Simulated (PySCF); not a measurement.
Reaction (SMILES): N#P (N-P) + H+ → [NH+]#P
B3LYP-D3(BJ)/def2-TZVP geometries, fixed; electronic energies without zero-point terms; positive where energy is released.

Basis-set convergence of the proton affinity at PBE0 with PySCF. All functions are spherical. Density fitting with generated auxiliary sets. The proton sits at the site shown, which need not be the one that binds it best. No added dispersion term, no relativity. Functions are those of the species that has most. Reference: the value in aug-pcseg-3, 198.71 kcal/mol, itself unsure by roughly 0.10 kcal/mol (its mean distance from aug-cc-pV(Q+d)Z, cc-pV(5+d)Z, def2-QZVPPD). Deviations are taken from unrounded values.

```json
[
 {"basis": "def2-SVP", "functions": "37", "proton affinity (kcal/mol)": "198.90"},
 {"basis": "def2-SVPD", "functions": "52", "proton affinity (kcal/mol)": "197.91"},
 {"basis": "pcseg-1", "functions": "37", "proton affinity (kcal/mol)": "194.61"},
 {"basis": "aug-pcseg-1", "functions": "59", "proton affinity (kcal/mol)": "193.20"},
 {"basis": "cc-pV(D+d)Z", "functions": "42", "proton affinity (kcal/mol)": "197.90"},
 {"basis": "aug-cc-pV(D+d)Z", "functions": "64", "proton affinity (kcal/mol)": "194.91"},
 {"basis": "6-311G**", "functions": "50", "proton affinity (kcal/mol)": "198.40"},
 {"basis": "6-311+G**", "functions": "58", "proton affinity (kcal/mol)": "196.58"},
 {"basis": "def2-TZVP", "functions": "74", "proton affinity (kcal/mol)": "198.49"},
 {"basis": "def2-TZVPD", "functions": "89", "proton affinity (kcal/mol)": "198.05"},
 {"basis": "pcseg-2", "functions": "78", "proton affinity (kcal/mol)": "198.86"},
 {"basis": "aug-pcseg-2", "functions": "119", "proton affinity (kcal/mol)": "198.36"},
 {"basis": "cc-pV(T+d)Z", "functions": "83", "proton affinity (kcal/mol)": "198.93"},
 {"basis": "aug-cc-pV(T+d)Z", "functions": "124", "proton affinity (kcal/mol)": "198.14"},
 {"basis": "def2-TZVPP", "functions": "87", "proton affinity (kcal/mol)": "198.93"},
 {"basis": "def2-TZVPPD", "functions": "102", "proton affinity (kcal/mol)": "198.46"},
 {"basis": "cc-pV(Q+d)Z", "functions": "149", "proton affinity (kcal/mol)": "198.80"},
 {"basis": "aug-cc-pV(Q+d)Z", "functions": "215", "proton affinity (kcal/mol)": "198.57"},
 {"basis": "def2-QZVPP", "functions": "157", "proton affinity (kcal/mol)": "198.69"},
 {"basis": "def2-QZVPPD", "functions": "172", "proton affinity (kcal/mol)": "198.56"},
 {"basis": "pcseg-3", "functions": "157", "proton affinity (kcal/mol)": "198.86"},
 {"basis": "aug-pcseg-3", "functions": "223", "proton affinity (kcal/mol)": "198.71"}
]
```

What the diffuse functions change, pair by pair:
- def2-SVP to def2-SVPD: 15 more functions, deviation 0.19 to -0.81 kcal/mol
- pcseg-1 to aug-pcseg-1: 22 more functions, deviation -4.10 to -5.51 kcal/mol
- cc-pV(D+d)Z to aug-cc-pV(D+d)Z: 22 more functions, deviation -0.81 to -3.80 kcal/mol
- 6-311G** to 6-311+G**: 8 more functions, deviation -0.31 to -2.13 kcal/mol
- def2-TZVP to def2-TZVPD: 15 more functions, deviation -0.22 to -0.66 kcal/mol
- pcseg-2 to aug-pcseg-2: 41 more functions, deviation 0.15 to -0.35 kcal/mol
- cc-pV(T+d)Z to aug-cc-pV(T+d)Z: 41 more functions, deviation 0.21 to -0.57 kcal/mol
- def2-TZVPP to def2-TZVPPD: 15 more functions, deviation 0.22 to -0.25 kcal/mol
- cc-pV(Q+d)Z to aug-cc-pV(Q+d)Z: 66 more functions, deviation 0.09 to -0.14 kcal/mol
- def2-QZVPP to def2-QZVPPD: 15 more functions, deviation -0.03 to -0.15 kcal/mol
- pcseg-3 to aug-pcseg-3: 66 more functions, deviation 0.15 to 0.00 kcal/mol

Leaving out the reference's own pair, they bring the value nearer the reference by more than 0.10 kcal/mol in 0 of 10 pairs.
